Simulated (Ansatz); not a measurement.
Molecule: C$_{4}$H$_{5}$GeO (charge 0, doublet). It need not be the lowest isomer of its formula. 
Structure (B3LYP-D3(BJ)/def2-TZVP (Ansatz, a quantum-chemistry and plane-wave program) minimum search):
SMILES: [GeH3][c]1[c]cco1
```xyz
11

Ge     1.5520     0.0854    -0.0125
C     -0.3856     0.1187    -0.0497
C     -1.3141     1.0307    -0.4057
C     -2.6249     0.5204    -0.2297
C     -2.4160    -0.7359     0.2471
O     -1.0888    -1.0075     0.3665
H      2.0728    -1.0398    -0.9207
H      2.0305     1.4503    -0.5217
H      2.0430    -0.1548     1.4238
H     -3.5702     0.9966    -0.4215
H     -3.0852    -1.5274     0.5375
```
Charge 0, spin multiplicity 2.

Parts of the frozen-core correlation energy in 6-31G* (Ansatz, hartree). Frozen orbitals: 19; correlated occupied orbitals by spin: 16 and 15; virtual: 85 and 86. Open shells are spin-unrestricted. Spin-orbit coupling is left out. No relativistic terms.

| term | value |
|---|---|
| reference (HF) | -2304.20366 |
| MP2 opposite-spin | ___ |
| MP2 same-spin | -0.18974 |
| CCSD correlation | ___ |
| (T) | ___ |
| T1 diagnostic | 0.038 |
| largest doubles amplitude | 0.061 |
| <S^2> of the reference | 1.099 |

Problem. Complete the blanks.

Solution. 
- MP2 opposite-spin, value: -0.52515
- CCSD correlation, value: -0.77387
- (T), value: -0.03259
